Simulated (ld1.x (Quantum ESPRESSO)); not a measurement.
# What one change does to a pseudopotential (Bi (Z = 83), TM)

bismuth, norm-conserving Troullier–Martins (Kleinman–Bylander form), made with ld1.x (Quantum ESPRESSO) 7.5 (PBE, scalar-relativistic). Core [Xe] 4f14, reference 5d10 6s2 6p3. Waves: 6s (bound): rc 1.80 bohr; 6p (bound): rc 2.65 bohr; 5d (bound): rc 1.40 bohr. Local part: the d channel. Core correction: none.

All-electron outer shells of the reference configuration (PBE, scalar-relativistic, ld1.x):

```json
{"shell": "4f", "level (eV)": "-152.59", "outermost node (bohr)": "–", "outermost maximum (bohr)": "0.34"}
{"shell": "5p", "level (eV)": "-95.86", "outermost node (bohr)": "0.48", "outermost maximum (bohr)": "0.86"}
{"shell": "5d", "level (eV)": "-27.08", "outermost node (bohr)": "0.51", "outermost maximum (bohr)": "1.03"}
{"shell": "6s", "level (eV)": "-14.48", "outermost node (bohr)": "0.98", "outermost maximum (bohr)": "1.88"}
{"shell": "6p", "level (eV)": "-4.57", "outermost node (bohr)": "1.14", "outermost maximum (bohr)": "2.44"}
```

Change: all radii scaled by about 1.12 (s 2.02, p 2.98, d 1.58 bohr).

Cutoffs: the cutoffs (Ry, on a coarse ladder) from which the occupation-weighted sum of valence levels, in a spherical-Bessel basis at the reference potential, stays within 10 and 1 mRy of its value at 400 Ry; they do not see the model core or the augmentation charge, which bear on the density cutoff. Errors are all-electron minus pseudo energies relative to the spin-unpolarised reference configuration.

Question: How do hardness, ghosts and transferability respond?

Answer: The potential gets neither clearly harder nor softer (55 Ry and 100 Ry → 60 Ry and 90 Ry); both files keep a bound ghost (p, s); of the 6 tests that both files solve, the error grows in 2 and shrinks in 2 by more than 15 % and 0.3 meV (median size 10.0 → 7.2 meV).

```tsv
quantity	base	changed
cutoff, loose	55 Ry	60 Ry
cutoff, tight	100 Ry	90 Ry
loose cutoff by channel (10 mRy a level)	s 21 Ry, p 6 Ry, d 45 Ry	s 18 Ry, p 6 Ry, d 50 Ry
bound ghosts	s, p	s, p
tests counted (converged, no solver errors)	6 of 7	6 of 7
error for 5d10 6s2 6p2, meV [ΔE 7.91 eV]	-5.5	-5.7
error for 5d10 6s2 6p1, meV [ΔE 23.16 eV]	-16	-19
error for 5d10 6s2 6p0, meV [ΔE 46.50 eV]	-17	-36
error for 5d10 6s1 6p3, meV [ΔE 18.73 eV]	-14	-8.7
error for 5d10 6s1 6p4, meV [ΔE 10.08 eV]	-6.0	-0.8
error for 5d10 6s2 6p2.5, meV [ΔE 3.10 eV]	-2.0	-1.9
```

Base: Tests not counted: 5d9 6s2 6p3 (solver errors, printed error -13.1 eV). Changed file: Tests not counted: 5d9 6s2 6p3 (solver errors, printed error -1844 eV). A true bound ghost makes a file unfit for plane-wave use even where its test errors are small: the radial tests pick states by their node count and pass the ghost by. Where a test does run into it, the solver fails or the error is huge.
